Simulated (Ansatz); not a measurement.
The cluster AlCu₂⁺, relaxed as a singlet with RKS PBE-D4/def2-TZVP in Ansatz, starting from the GFN1-xTB geometry. Force threshold 0.02 eV/Å.

The structure comes from a short search, and lower isomers may exist.

Start:

```xyz
3

Cu    2.210    0.660    0.711
Cu   -2.210   -0.660   -0.711
Al    0.000    0.001    0.000
```

| step | energy (eV) | largest force component (eV/Å) | SCF passes |
| --- | --- | --- | --- |
| 1 | -95856.1745 | 0.603 | 21 |
| 2 | -95856.2486 | 0.243 | 20 |
| 3 | -95856.2594 | 0.050 | 17 |
| 4 | -95856.2599 | 0.001 | 17 |

Force components are those of the run's own axes.

End:

Cartesian coordinates in Å:
```
Cu 2.102 0.628 0.677
Cu -2.102 -0.628 -0.677
Al 0.000 0.000 0.000
```

By distances, no bond broke or formed. The bond that changes most is Cu2–Al3, from 2.41 to 2.30 Å (atoms count from 1).

No frequencies were taken in this run, so the end may be a saddle point.

Run time 4.6 s (2 threads of Arm Neoverse V2 on a shared host).
